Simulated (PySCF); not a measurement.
AlF2I, SMILES [F][Al]([F])[I].

The structure is a stationary point at r2SCAN-D4/def2-SVP. The def2 effective core potentials stand for the cores of I; spin–orbit coupling is left out.

Computed with IEF-PCM-M06-2X/def2-SVP in PySCF.

The values are the electrostatic part of the solvation free energy, E(continuum) − E(gas) at the gas-phase geometry, in a cavity of scaled van der Waals radii (PySCF's table); cavitation and dispersion terms are not included. A continuum can't describe solvent molecules that bind to the metal. In vacuum the orbital gap is 8.59 eV. The dipole moment in vacuum is 0.89 D.

Problem. Estimate the values in water (ε = 78.36), cyclohexanone (ε = 15.62), ethylethanoate (ε = 5.99). (An estimate is asked for; the answer gives what the named calculation found.)

Solution. 
| solvent | ε | ΔG(elec) (kcal/mol) | dipole (D) | gap (eV) |
|---|---|---|---|---|
| water | 78.36 | -7.8 | 0.70 | 8.80 |
| cyclohexanone | 15.62 | -7.1 | 0.73 | 8.78 |
| ethylethanoate | 5.99 | -5.9 | 0.77 | 8.74 |
